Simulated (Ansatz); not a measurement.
One change: `C[SiH2]B(F)Cl` becomes `C[SiH2]B(F)S`.

Ansatz, PBE0-D4/def2-TZVP geometries, multiplicity 1. Each molecule was computed in one conformer, which needn't be the lowest.

```
                               property  `C[SiH2]B(F)Cl`
   HOMO–LUMO gap (PBE0/def2-TZVPP) / eV             6.84
     LUMO energy (PBE0/def2-TZVPP) / eV            -1.53
    LUMO energy (B3LYP/def2-TZVPP) / eV            -1.72
HOMO–LUMO gap (ωB97M-V/def2-TZVPP) / eV            11.05
  LUMO energy (ωB97M-V/def2-TZVPP) / eV             0.53
     HOMO energy (PBE0/def2-TZVPP) / eV            -8.38
```

Task: Give the same properties after the change, and the shifts. (Estimate.)

Result: Computed: 
| property | `C[SiH2]B(F)S` | shift |
| --- | --- | --- |
| HOMO–LUMO gap (PBE0/def2-TZVPP) / eV | 6.78 | -0.06 |
| LUMO energy (PBE0/def2-TZVPP) / eV | -1.22 | 0.31 |
| LUMO energy (B3LYP/def2-TZVPP) / eV | -1.39 | 0.33 |
| HOMO–LUMO gap (ωB97M-V/def2-TZVPP) / eV | 10.90 | -0.15 |
| LUMO energy (ωB97M-V/def2-TZVPP) / eV | 0.79 | 0.26 |
| HOMO energy (PBE0/def2-TZVPP) / eV | -7.99 | 0.39 |

With PBE0 the HOMO rises by 0.39 eV and the LUMO rises by 0.31 eV, so the gap narrows by about 0.08 eV. PBE moves the HOMO by 0.36 eV and ωB97M-V by 0.42 eV.

B3LYP here is the variant with VWN-RPA as its local correlation; programs differ in this.
